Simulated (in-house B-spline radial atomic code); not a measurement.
Configurations of Gd⁵⁺, with energies counted from [Kr] 4d10 4f6 5s2 5p5. Method: scalar-relativistic (X2C) AM05, spin-polarised, spherical fractional occupations, Fermi nucleus of rms radius 5.1569 fm. Calculated with a radial B-spline atomic code at the basis-set limit. Shells without spins written out take the highest spin.

Occupations are held fixed; configurations that lie above the ionisation limit could autoionise.

```json
{"configuration": "[Kr] 4d10 4f(0 up, 6 down) 5s2 5p(3 up, 2 down)", "E - E(ref) (eV)": "2.1133", "highest orbital": "4f down", "its <r> (bohr)": "0.7796"}
{"configuration": "[Kr] 4d10 4f(4 up, 2 down) 5s2 5p(2 up, 3 down)", "E - E(ref) (eV)": "8.1846", "highest orbital": "4f down", "its <r> (bohr)": "0.7931"}
{"configuration": "[Kr] 4d10 4f6 5s2 5p4 6s1", "E - E(ref) (eV)": "38.268", "highest orbital": "6s up", "its <r> (bohr)": "2.6"}
{"configuration": "[Kr] 4d10 4f6 5s2 5p4 5f1", "E - E(ref) (eV)": "55.157", "highest orbital": "5f up", "its <r> (bohr)": "2.808"}
{"configuration": "[Kr] 4d9 4f7 5s2 5p5", "E - E(ref) (eV)": "133.61", "highest orbital": "4f up", "its <r> (bohr)": "0.7735"}
{"configuration": "[Kr] 4d9 4f6 5s2 5p5 6p1", "E - E(ref) (eV)": "177.49", "highest orbital": "6p up", "its <r> (bohr)": "2.909"}
{"configuration": "[Kr] 4d9 4f6 5s2 5p5 5f1", "E - E(ref) (eV)": "186.65", "highest orbital": "5f up", "its <r> (bohr)": "2.756"}
{"configuration": "[Kr] 4d(5 up, 4 down) 4f(4 up, 2 down) 5s2 5p(3 up, 2 down) 6p(1 up, 0 down)", "E - E(ref) (eV)": "187.59", "highest orbital": "6p up", "its <r> (bohr)": "2.915"}
```

(1) Order these further configurations by energy, lowest first.
A. [Kr] 4d10 4f6 5s2 5p4 6d1
B. [Kr] 4d10 4f(4 up, 1 down) 5s2 5p(2 up, 3 down) 6s(0 up, 1 down)
C. [Kr] 4d9 4f6 5s2 5p6
D. [Kr] 4d(5 up, 4 down) 4f(2 up, 4 down) 5s2 5p(2 up, 3 down) 6d(1 up, 0 down)
E. [Kr] 4d10 4f6 5s2 5p4 6f1

(2) How far above the reference does [Kr] 4d10 4f(3 up, 3 down) 5s2 5p(3 up, 2 down) lie?

(3) How far above the reference does [Kr] 4d10 4f6 5s2 5p4 6p1 lie?

(4) How far above the reference does [Kr] 4d10 4f5 5s2 5p5 6d1 lie?

(5) Is the reference the lowest configuration at this level of theory?

## Answers

(1) B (39.721 eV), A (56.355 eV), E (66.377 eV), C (128.94 eV), D (200.35 eV).

(2) 8.6826 eV; its least bound orbital is 4f down with <r> = 0.7855 bohr.

(3) 46.003 eV; its least bound orbital is 6p up with <r> = 2.937 bohr.

(4) 52.61 eV; its least bound orbital is 6d up with <r> = 3.619 bohr.

(5) No: [Xe] 4f(0 up, 5 down) lies 6.497 eV lower with this functional.
